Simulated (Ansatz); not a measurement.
Molecule: CH4Al, charge 1, multiplicity 1. It need not be the lowest isomer of its formula. 
Geometry from a B3LYP-D3(BJ)/def2-TZVP (Ansatz, a first-principles code) optimisation:
```xyz
6

Al    -0.3948    -0.5491    -0.2673
C      0.6401     0.8904     0.4334
H      0.4530     0.9983     1.5051
H      0.3717     1.8232    -0.0694
H      1.7046     0.6964     0.2768
H     -1.2381    -1.7221    -0.8383
```
Charge +1, spin multiplicity 1.

Computed values are from Ansatz. Valence correlation only, unless marked. Open shells are spin-unrestricted. Spin-orbit coupling is left out. No relativistic terms. CBS(X,Y): correlation extrapolated as X^-3; Hartree-Fock from the larger set. The bracket is a focal-point correction in the basis named.

```
Property                                                                                                                                            Result
-------------------------------------------------------------------  -------------------------------------------------------------------------------------
vertical ionisation energy (to the doublet)                          17.68 eV at RI-MP2/CBS(aug-cc-pV(T+d)Z,aug-cc-pV(Q+d)Z)+[CCSD(T)-MP2]/aug-cc-pV(T+d)Z
vertical electron affinity (to the doublet; negative means unbound)   5.38 eV at RI-MP2/CBS(aug-cc-pV(T+d)Z,aug-cc-pV(Q+d)Z)+[CCSD(T)-MP2]/aug-cc-pV(T+d)Z
total energy                                                                                          -282.1679 Eh at CCSD(T)/CBS(def2-TZVPPD,def2-QZVPPD)
T1 diagnostic                                                                                                                    0.010 at CCSD/def2-QZVPPD
```
